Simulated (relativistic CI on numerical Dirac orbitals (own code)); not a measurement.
# Forbidden transitions in Pb XXXVII

Computed by Dirac-Coulomb-Breit CI, separate exchange-only KLI orbitals for each configuration, a model potential for QED, unscaled Slater integrals (own radial code, finite nucleus).

Configuration list (outside the closed core [Ar] 3d10): 4s2.4p6.4d10, 4s2.4p6.4d9.4f, 4s2.4p5.4d10.4f, 4s.4p6.4d10.4f, 4s2.4p6.4d9.5s, 4s2.4p6.4d9.5p, 4s2.4p6.4d9.5d, 4s2.4p5.4d10.5s, 4p6.4d10.4f2, 4p6.4d9.4f3, 4p5.4d10.4f3, 4p6.4d9.4f2.5s, 4p6.4d9.4f2.5p, 4p6.4d9.4f2.5d. Double excitations out of closed p, d and f shells are left out; levels of such configurations are missing from the list, as are those of other unlisted configurations, and high levels can miss mixing partners. These lack a partner that the ground configuration has and come out too high: 4s2.4p5.4d10.5s.

```tsv
λ vac (Å)	Lower	Upper	Type	A (s⁻¹)	gf	Branching (%)
22.515	4s2.4p6.4d10 1S_0 [1]	4s2.4p6.4d9.5s 3D_2 [33]	E2	5.12e+08	1.95e-04	86.4
23.756	4s2.4p6.4d10 1S_0 [1]	4s2.4p6.4d9.5s 1D_2 [31]	E2	5.84e+08	2.47e-04	78.0
45.582	4s2.4p6.4d10 1S_0 [1]	4s2.4p6.4d9.4f 3D°_2 [16]	M2	1.99e+04	3.09e-08	11.5
46.317	4s2.4p6.4d10 1S_0 [1]	4s2.4p6.4d9.4f 1D°_2 [15]	M2	9.62e+03	1.55e-08	4.9
50.730	4s2.4p6.4d10 1S_0 [1]	4s2.4p6.4d9.4f 1D°_2 [9]	M2	9.44e+04	1.82e-07	97.0
52.084	4s2.4p6.4d10 1S_0 [1]	4s2.4p6.4d9.4f 3D°_2 [5]	M2	1.41e+04	2.86e-08	93.5
305.62	4s2.4p6.4d9.4f 3D°_2 [5]	4s2.4p6.4d9.4f 1F°_3 [19]	M1	1.05e+04	1.03e-06	4.9
334.94	4s2.4p6.4d9.4f 3F°_3 [6]	4s2.4p6.4d9.4f 1F°_3 [19]	M1	1.98e+04	2.33e-06	9.1
343.27	4s2.4p6.4d9.4f 3G°_4 [7]	4s2.4p6.4d9.4f 1F°_3 [19]	M1	1.56e+04	1.93e-06	7.2
345.37	4s2.4p6.4d9.4f 3D°_2 [5]	4s2.4p6.4d9.4f 3G°_3 [17]	M1	6.17e+03	7.72e-07	2.9
353.62	4s2.4p6.4d9.4f 3P°_1 [3]	4s2.4p6.4d9.4f 1D°_2 [15]	M1	3.20e+04	3.00e-06	16.4
362.34	4s2.4p6.4d9.4f 1D°_2 [9]	4s2.4p6.4d9.4f 1F°_3 [19]	M1	3.37e+04	4.64e-06	15.6
383.28	4s2.4p6.4d9.4f 3F°_3 [6]	4s2.4p6.4d9.4f 3G°_3 [17]	M1	4.71e+04	7.25e-06	22.4
388.01	4s2.4p6.4d9.4f 3H°_6 [8]	4s2.4p6.4d9.4f 1H°_5 [18]	M1	1.81e+05	4.49e-05	81.5
394.22	4s2.4p6.4d9.4f 3G°_4 [7]	4s2.4p6.4d9.4f 3G°_3 [17]	M1	1.26e+05	2.05e-05	60.0
404.98	4s2.4p6.4d9.4f 3F°_4 [10]	4s2.4p6.4d9.4f 3G°_4 [20]	M1	7.04e+04	1.56e-05	34.1
407.78	4s2.4p6.4d9.4f 3F°_3 [6]	4s2.4p6.4d9.4f 3D°_2 [16]	M1	5.15e+03	6.42e-07	3.0
416.31	4s2.4p6.4d9.4f 3F°_4 [10]	4s2.4p6.4d9.4f 1F°_3 [19]	M1	7.40e+04	1.35e-05	34.1
418.29	4s2.4p6.4d9.4f 3D°_2 [5]	4s2.4p6.4d9.4f 1D°_2 [15]	M1	7.66e+04	1.01e-05	39.3
419.59	4s2.4p6.4d9.4f 1D°_2 [9]	4s2.4p6.4d9.4f 3G°_3 [17]	M1	7.28e+03	1.35e-06	3.5
434.71	4s2.4p6.4d9.4f 3G°_5 [11]	4s2.4p6.4d9.4f 3G°_4 [20]	M1	1.14e+05	2.90e-05	55.1
442.85	4s2.4p6.4d9.4f 3H°_5 [4]	4s2.4p6.4d9.4f 3H°_4 [14]	M1	1.48e+05	3.92e-05	84.0
449.13	4s2.4p6.4d9.4f 1D°_2 [9]	4s2.4p6.4d9.4f 3D°_2 [16]	M1	8.25e+04	1.25e-05	47.9
450.93	4s2.4p6.4d9.4f 3D°_3 [12]	4s2.4p6.4d9.4f 3G°_4 [20]	M1	1.59e+04	4.36e-06	7.7
465.01	4s2.4p6.4d9.4f 3D°_3 [12]	4s2.4p6.4d9.4f 1F°_3 [19]	M1	5.90e+04	1.34e-05	27.2
473.50	4s2.4p6.4d9.4f 3F°_4 [10]	4s2.4p6.4d9.4f 1H°_5 [18]	M1	6.09e+03	2.25e-06	2.7
475.22	4s2.4p6.4d9.4f 3F°_3 [6]	4s2.4p6.4d9.4f 1D°_2 [15]	M1	7.55e+04	1.28e-05	38.7
493.70	4s2.4p6.4d9.4f 3F°_4 [10]	4s2.4p6.4d9.4f 3G°_3 [17]	M1	8.33e+03	2.13e-06	4.0
514.65	4s2.4p6.4d9.4f 3G°_5 [11]	4s2.4p6.4d9.4f 1H°_5 [18]	M1	3.01e+04	1.32e-05	13.6
532.89	4s2.4p6.4d9.4f 3G°_4 [7]	4s2.4p6.4d9.4f 3H°_4 [14]	M1	2.43e+04	9.30e-06	13.8
563.71	4s2.4p6.4d9.4f 3D°_3 [12]	4s2.4p6.4d9.4f 3G°_3 [17]	M1	1.41e+04	4.70e-06	6.7
618.34	4s2.4p6.4d9.4f 3D°_3 [12]	4s2.4p6.4d9.4f 3D°_2 [16]	M1	2.66e+04	7.63e-06	15.5
737.29	4s2.4p6.4d9.4f 3D°_1 [13]	4s2.4p6.4d9.4f 3D°_2 [16]	M1	3.65e+04	1.49e-05	21.2
891.68	4s2.4p6.4d9.4f 3D°_2 [5]	4s2.4p6.4d9.4f 3D°_3 [12]	M1	4.91e+03	4.10e-06	48.8
942.07	4s2.4p6.4d9.4f 3H°_5 [4]	4s2.4p6.4d9.4f 3G°_5 [11]	M1	1.24e+03	1.82e-06	27.9
1053.3	4s2.4p6.4d9.4f 3P°_1 [3]	4s2.4p6.4d9.4f 1D°_2 [9]	M1	1.96e+03	1.63e-06	2.0
1120.3	4s2.4p6.4d9.4f 3H°_5 [4]	4s2.4p6.4d9.4f 3F°_4 [10]	M1	5.94e+02	1.01e-06	20.6
1197.5	4s2.4p6.4d9.4f 3F°_3 [6]	4s2.4p6.4d9.4f 3D°_3 [12]	M1	3.60e+03	5.42e-06	35.8
1311.2	4s2.4p6.4d9.4f 3G°_4 [7]	4s2.4p6.4d9.4f 3D°_3 [12]	M1	1.17e+03	2.11e-06	11.6
1339.6	4s2.4p6.4d9.4f 3H°_4 [14]	4s2.4p6.4d9.4f 1H°_5 [18]	M1	4.49e+03	1.33e-05	2.0
1470.7	4s2.4p6.4d9.4f 3G°_4 [7]	4s2.4p6.4d9.4f 3G°_5 [11]	M1	3.08e+03	1.10e-05	69.0
1713.8	4s2.4p6.4d9.4f 3F°_3 [6]	4s2.4p6.4d9.4f 3F°_4 [10]	M1	1.60e+03	6.33e-06	55.6
1956.5	4s2.4p6.4d9.4f 3G°_4 [7]	4s2.4p6.4d9.4f 3F°_4 [10]	M1	6.84e+02	3.54e-06	23.8
2287.2	4s2.4p6.4d9.4f 3P°_1 [3]	4s2.4p6.4d9.4f 3D°_2 [5]	M1	9.77e+02	3.83e-06	6.5
2340.0	4s2.4p6.4d9.4f 3H°_5 [4]	4s2.4p6.4d9.4f 3H°_6 [8]	M1	1.01e+03	1.08e-05	100.0
```

Terms are leading LS components. Brackets give the number of a level in order of energy, since labels repeat. The list gives strong lines, with weight on those to low levels, among the lowest 88 of 2548 levels, so that lines to higher ones, which can be the strongest, are missing. Levels whose partners in the same complex of configurations lie outside the list can be far off, and so can their lines. Rates are taken at the computed energies, electric ones in the length gauge.

At this charge energies of transitions that change n are usually good to better than 1 %, and those within a shell (Δn = 0) to a few per cent.

From the table, what is the radiative lifetime of 4s2.4p6.4d9.4f 1F°_3?

The listed rates from this level add up to about 2.13e+05 s⁻¹, 98 % of its decay; with all channels τ = 4.61e-06 s.

LS names give the leading component of a level, which can be under half, so a name can repeat, a term be missing and a line seem to break the LS rules.
